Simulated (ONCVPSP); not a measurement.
# holmium, ONCV: configuration errors across variants

| Property | Result |
| --- | --- |
| Element | Ho (Z = 67) |
| Generator | ONCVPSP 4.0.1 |
| Type | optimised norm-conserving Vanderbilt (ONCV) |
| Functional | PBE |
| Relativity | scalar-relativistic |
| Frozen core | [Kr] 4d10 4f10 |
| Valence charge | 11 |
| Reference configuration | 5s2 5p6 5d1 6s2 |
| Partial waves | 5s+6s: rc 2.30 bohr, ncon 5, nbas 8, qcut 6.6 1/bohr, 2 projectors; 5p: rc 1.50 bohr, ncon 5, nbas 9, qcut 5.3 1/bohr, 1 projector; 5d: rc 3.05 bohr, ncon 4, nbas 9, qcut 6.1 1/bohr, 1 projector |
| Local potential | polynomial inside 1.40 bohr (lpopt 2, dvloc0 -1 Ha) |
| Core correction | Teter function fitted to the true core (icmod 2), fcfact 0.25 |

All-electron excitation energies from the reference (eV): (1) 5s2 5p6 5d1 6s1 6.942; (2) 5s2 5p6 5d1 6s0 19.539; (3) 5s2 5p6 5d2 6s1 2.283.

3 further variants failed, have other tests or too few solved ones, and are left out.

Errors AE − PS in meV (a dash: test not solved or not reliable):

| change | (1) | (2) | (3) | bound ghosts | GHOST(+) flags above zero |
| --- | --- | --- | --- | --- | --- |
| base | -0.3 | +7.0 | -7.5 | none | none |
| s: qcut 4.4 | -0.9 | +3.0 | -9.1 | none | none |
| d: nproj 2 | -0.4 | +6.8 | -7.5 | none | none |
| core correction Teter function, fcfact 2.25, rcfact 1.1 | +1.2 | +20 | -3.8 | none | none |
| d: nbas 8 | -0.3 | +7.0 | -7.5 | none | none |
| p: qcut 4.5 | -0.3 | +7.1 | -7.5 | none | none |
| all radii but the core radius scaled by about 1.18 (s 2.72, p 1.78, d 3.60 bohr); local potential polynomial inside 1.66 bohr (lpopt 2, dvloc0 -1 Ha) | -1.1 | +0.5 | -3.8 | none | none |
| local potential polynomial inside 1.40 bohr (lpopt 2, dvloc0 -0.5 Ha) | -0.3 | +7.0 | -7.5 | none | none |

(1) Give the same row for: local potential polynomial inside 1.05 bohr (lpopt 5, dvloc0 4 Ha).

Answers

(1) -0.3, +6.9, -7.4; bound ghosts: none; GHOST(+) flags above zero: s.
